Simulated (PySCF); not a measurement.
BH7OSi2. Atoms are numbered in the order given.

```xyz
11

B     -0.3604    -0.3253     0.0590
O     -1.3410    -1.2424     0.2354
H     -2.1631    -1.0469    -0.2378
Si    -0.6231     1.3332    -1.1104
H      0.3923     1.3803    -2.2073
H     -0.4693     2.5815    -0.3012
H     -1.9868     1.3539    -1.7386
Si     1.4141    -0.6579     1.0090
H      1.7651     0.5216     1.8621
H      2.5081    -0.7977    -0.0044
H      1.4099    -1.8798     1.8698
```
Charge 0, spin multiplicity 1.

Geometry optimised at B3LYP-D3(BJ)/def2-SVP. This is a generated structure with no PubChem entry under its InChIKey; it may be hypothetical. One conformer was computed; it need not be the lowest.

The numbers are results of PBE/def2-TZVP (PySCF), not measurements.

The molecule is in vacuum.

total energy: -682.90230 hartree
highest occupied level: -6.15 eV
lowest empty level: -2.56 eV
orbital gap: 3.59 eV
dipole moment: 1.78 D
quadrupole, principal values (traceless, Buckingham form, about the centre of nuclear charge): -6.40, 0.93, 5.47 D·Å
mean static polarisability: 81.6 bohr³ (12.09 Å³)
polarisability, principal values: 65.3, 79.4, 100.1 bohr³
